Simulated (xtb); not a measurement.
CH₅AlF₂O₂Si, SMILES [OH][Al]([OH])[CH2][SiH](F)F. All values are semi-empirical tight-binding results from xtb (GFN2-xTB unless named), good for trends rather than for accurate numbers. Coordinates come from a GFN2-xTB optimisation. The structure was generated by enumeration; whether it is a known compound was not checked. Other conformers were not sampled.

For metal compounds this method's bond lengths and energies can be far off.

**Question.** Estimate the properties. (The exact figures need the calculation; the answer reports its results.)

**Answer.** 
The orbital gap is 5.34 eV and the zero-point energy is 41.2 kcal/mol. The G − E(el) at 298.15 K (modified RRHO) is 18.4 kcal/mol.
